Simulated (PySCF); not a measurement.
## Atomic charges against the basis set

Compound: C2H6Cl2Si2.
SMILES with atom numbers: `[SiH3:1][SiH2:2][CH:3]=[C:4]([Cl:5])[Cl:6]` (hydrogens: H7, H8, H9 on Si1; H10, H11 on Si2; H12 on C3)

PBE0 throughout (PySCF), one geometry, spherical d and f functions. Isolated species at its PBE0-D3(BJ)/def2-SVP geometry (one conformer only). Atoms taken as equivalent share a column and are averaged. The first 7 of 9 kinds of atom are listed.

Mulliken charges (e):

```csv
basis,functions,Si1,Si2,C3,C4,Cl5,Cl6,H7/H8/H9
STO-3G,52,+0.359,+0.445,-0.236,+0.013,-0.081,-0.065,-0.109
6-31G,82,+0.264,+0.422,-0.357,-0.528,+0.186,+0.195,-0.080
pcSseg-0,82,+0.061,+0.393,-0.608,-0.353,+0.120,+0.128,-0.009
6-31G*,112,+0.124,+0.265,-0.312,-0.243,+0.074,+0.077,-0.041
cc-pVDZ,130,+0.068,+0.187,-0.035,-0.187,+0.010,+0.007,-0.021
def2-SVP,130,+0.141,+0.249,-0.191,+0.007,-0.033,-0.040,-0.044
aug-cc-pVDZ,208,-1.095,-0.395,+0.766,-0.269,-0.115,-0.183,+0.343
"6-311+G(2d,p)",230,+0.097,+0.271,-0.727,+0.048,+0.161,+0.190,-0.036
def2-TZVP,246,+0.013,+0.149,-0.282,+0.092,-0.045,-0.048,-0.006
cc-pVTZ,280,+0.037,+0.158,-0.225,+0.061,-0.052,-0.054,-0.011
IGLO-III,306,+0.494,+0.473,-0.312,-0.073,+0.051,+0.069,-0.153
pcSseg-2,328,+0.322,+0.366,-0.278,+0.120,-0.077,-0.071,-0.102
```

IAO charges (e):

```csv
basis,functions,Si1,Si2,C3,C4,Cl5,Cl6,H7/H8/H9
STO-3G,52,+0.383,+0.489,-0.381,-0.105,+0.003,+0.014,-0.116
6-31G,82,+0.162,+0.354,-0.403,-0.050,+0.010,+0.014,-0.053
pcSseg-0,82,+0.117,+0.331,-0.405,-0.060,+0.015,+0.024,-0.038
6-31G*,112,+0.262,+0.445,-0.437,-0.031,+0.013,+0.014,-0.088
cc-pVDZ,130,+0.259,+0.440,-0.444,-0.021,+0.011,+0.014,-0.086
def2-SVP,130,+0.270,+0.448,-0.445,-0.021,+0.014,+0.020,-0.091
aug-cc-pVDZ,208,+0.260,+0.443,-0.449,-0.017,+0.010,+0.010,-0.087
"6-311+G(2d,p)",230,+0.282,+0.465,-0.457,-0.025,+0.015,+0.015,-0.094
def2-TZVP,246,+0.287,+0.472,-0.460,-0.025,+0.016,+0.017,-0.096
cc-pVTZ,280,+0.276,+0.461,-0.457,-0.021,+0.013,+0.014,-0.092
IGLO-III,306,+0.285,+0.470,-0.461,-0.027,+0.018,+0.019,-0.096
pcSseg-2,328,+0.285,+0.468,-0.459,-0.025,+0.015,+0.016,-0.095
```

Hirshfeld charges (e):

```csv
basis,functions,Si1,Si2,C3,C4,Cl5,Cl6,H7/H8/H9
STO-3G,52,+0.261,+0.301,-0.112,+0.124,-0.118,-0.108,-0.078
6-31G,82,+0.173,+0.212,-0.150,+0.033,+0.009,-0.025,-0.063
pcSseg-0,82,+0.191,+0.233,-0.162,+0.023,+0.011,-0.010,-0.068
6-31G*,112,+0.178,+0.210,-0.146,+0.050,+0.007,-0.029,-0.067
cc-pVDZ,130,+0.192,+0.228,-0.157,+0.036,+0.022,-0.013,-0.073
def2-SVP,130,+0.197,+0.231,-0.167,+0.035,+0.030,-0.005,-0.075
aug-cc-pVDZ,208,+0.192,+0.231,-0.173,+0.019,+0.034,-0.003,-0.072
"6-311+G(2d,p)",230,+0.196,+0.232,-0.170,+0.013,+0.035,-0.002,-0.073
def2-TZVP,246,+0.192,+0.228,-0.168,+0.025,+0.031,-0.005,-0.073
cc-pVTZ,280,+0.191,+0.228,-0.164,+0.028,+0.028,-0.008,-0.072
IGLO-III,306,+0.192,+0.231,-0.176,+0.014,+0.040,+0.006,-0.073
pcSseg-2,328,+0.195,+0.232,-0.172,+0.024,+0.032,-0.004,-0.073
```

Some averages cover members that differ in this geometry, most widely: H7/H8/H9, Mulliken in aug-cc-pVDZ +0.279 to +0.383 e.

Task: Which scheme is steadiest as the basis changes?

Result: Largest range over the bases for any column: Hirshfeld 0.16 e, IAO 0.27 e, Mulliken 1.59 e. Hirshfeld charges move least and Mulliken charges most, counted in e. Without the minimal STO-3G basis the ranges are Hirshfeld 0.04, IAO 0.17, Mulliken 1.59 e.

Task: How much do the charges still move between the two largest bases, IGLO-III and pcSseg-2?

Result: At most, over all atoms: Mulliken 0.194 e, IAO 0.003 e, Hirshfeld 0.010 e.

Task: What do the same runs give for the total energy, the frontier levels and the dipole moment?

Result: 
```tsv
basis	energy (Eh)	HOMO (eV)	LUMO (eV)	μ (D)
STO-3G	-1560.9245	-5.65	2.23	2.33
6-31G	-1578.3356	-7.51	-0.90	1.35
pcSseg-0	-1576.5925	-7.79	-1.20	1.31
6-31G*	-1578.4504	-7.43	-1.00	0.99
cc-pVDZ	-1578.5401	-7.44	-1.05	0.84
def2-SVP	-1578.0010	-7.45	-1.07	0.70
aug-cc-pVDZ	-1578.5510	-7.51	-1.27	0.88
6-311+G(2d,p)	-1578.5947	-7.53	-1.32	0.86
def2-TZVP	-1578.6056	-7.50	-1.26	0.79
cc-pVTZ	-1578.6213	-7.50	-1.21	0.82
IGLO-III	-1578.5979	-7.47	-1.21	0.69
pcSseg-2	-1578.6348	-7.55	-1.31	0.91
```

The dipole is fixed by the density alone, so its range of 1.64 D shows that the density itself changes with the basis, not only its division among atoms.
